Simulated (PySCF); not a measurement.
**From computed data to an observable: oscillator strength and radiative lifetime**

B(SeH)3 (BH₃Se₃), SMILES [SeH]B([SeH])[SeH].

The structure is a stationary point at B3LYP-D3(BJ)/def2-SVP. Other conformers were not sampled.

TDDFT-B3LYP/def2-SVPD (PySCF) puts the first singlet state with f over 0.02 at 4.93 eV (vertical), with the transition dipole (1.217, -0.146, 0.000) in atomic units.

Question: Find the oscillator strength, the wavelength and the radiative lifetime that this transition would have in vacuum if emission retraced absorption.

Answer: 
|μ|² = 1.5024 au, so |μ| = 3.12 D. ΔE = 4.93/27.211 = 0.1812 hartree. f = (2/3) ΔE |μ|² = 0.181 (the program prints 0.181).
λ = 1239.84/4.93 = 251 nm; ν = 39763 cm⁻¹.
Einstein's coefficient A = 0.6670 ν² f s⁻¹ (ν in cm⁻¹) = 1.9e8 s⁻¹, so τ = 1/A = 5.2 ns. This state is S3; the lower singlets have f = 0.000, 0.000. The figure is the radiative limit of this one transition; relaxation, internal conversion, crossing to triplets and a medium change what is measured.
